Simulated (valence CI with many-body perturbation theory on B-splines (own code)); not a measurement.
# Cu15+ in brief

Calculated by valence CI with perturbative core correlation (CI+MBPT): four valence electrons over a frozen Dirac-Fock core [Ne], a basis of 11 s, 11 p, 9 d, 7 f, 5 g, 2 h, 1 i functions for each j, with the one-electron correlation potential Σ1, the two-electron term Σ2, the three-electron term Σ3, Breit, model QED; selected CI, second order for the rest (own B-spline code, finite nucleus).

No measured levels were compared; by estimate levels of excited configurations hold to 0.05 to 0.15 % of their energy, terms of the ground configuration to about 0.5 %.

Rates and lifetimes use the calculated energies. Strong lines usually hold to 10 to 20 %, long lifetimes can be off by a factor of two.

Task: What is the ground level?

Result: 3s2 3p2 3P_0, composition 91 % 3s2 3p2 3P + 6 % 3s2 3p2 1S.

Task: Name the longest-lived excited levels whose lifetime is computed, and their main decay.

Result: 3s2 3p2 3P_2 at 4.06 eV lives 31.5 ms, mostly by M1 to 3s2 3p2 3P_1; 3s2 3p2 3P_1 at 2.31 eV lives 9.21 ms, mostly by M1 to 3s2 3p2 3P_0; 3s2 3p2 1D_2 at 8.94 eV lives 1.36 ms, mostly by M1 to 3s2 3p2 3P_1. The lifetime of 3s2 3p 3d 3F°_4 is too uncertain to give, and may be longer.

Task: How is the term 3P of the ground level split?

Result: J = 0 at 0.00, J = 1 at 2.31, J = 2 at 4.06 eV.

Task: What is the ionisation energy?

Result: 518 eV; NIST lists 518.7 ± 1.2 eV (semi-empirical).

Task: What are the static dipole polarisabilities of the lowest levels?

Result: 3s2 3p2 3P_0 0.202; 3s2 3p2 3P_1 0.205 (tensor 0.0087); 3s2 3p2 3P_2 0.205 (tensor -0.0084); 3s2 3p2 1D_2 0.206 (tensor 0.027) bohr³, of which the core gives 0.00332.

Task: How well does LS coupling describe the low levels?

Result: Among the lowest 20 levels the leading LS term, summed over configurations, holds 86 % on average. For single configurations the figures are 79 % in LS and 68 % in jj coupling. Terms mix most in the J = 2 level at 73.36 eV, where the leading one holds 51 %.

Task: Where does the other parity begin?

Result: At 3s 3p3 5S°_2, 34.26 eV.
